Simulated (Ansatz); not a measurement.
Computed with Ansatz on PBE0-D4/def2-TZVP structures; ΔE is electronic, products minus reactants. CBS: MP2 limit from def2 TZ/QZ plus the TZ coupled-cluster correction, frozen cores. Functionals use def2-TZVPP. One conformer a species, not always the lowest.

`N[Si]([SiH3])(Cl)Cl` → `Cl[SiH2]N[SiH2]Cl`  (isomerisation)

```
             level  ΔE (kJ/mol)  difference from CCSD(T)/CBS
           BLYP-D4        -51.0                         11.1
            B97M-V        -51.6                         10.5
          PBE-QIDH        -59.5                          2.6
            r2SCAN        -53.5                          8.6
         CAM-B3LYP        -65.5                         -3.4
       HF/def2-SVP        -77.5                        -15.4
   CCSD/def2-TZVPP        -66.6                         -4.5
CCSD(T)/def2-TZVPP        -63.6                         -1.5
SCS-MP2/def2-QZVPP        -72.5                        -10.4
     MP2/CBS(def2)        -67.4                         -5.3
       CCSD(T)/CBS        -62.1                            0
```

Largest T1 diagnostic among the species: 0.011.

In def2-TZVPP, CCSD(T) changes the Hartree–Fock value by +18.7 kJ/mol (the triples alone add +3.0 kJ/mol) and MP2 by +13.5 kJ/mol. Leaving LDA and LC-ωPBE aside and taking each functional with its dispersion term where it has one, the values, not all of them listed here, spread over 26.9 kJ/mol, from BHLYP-D4 to PBE-D4.

CCSD(T)/CBS has its own doubt, a few kJ/mol and more with outer-core shells, so smaller differences from it don't rank the levels.
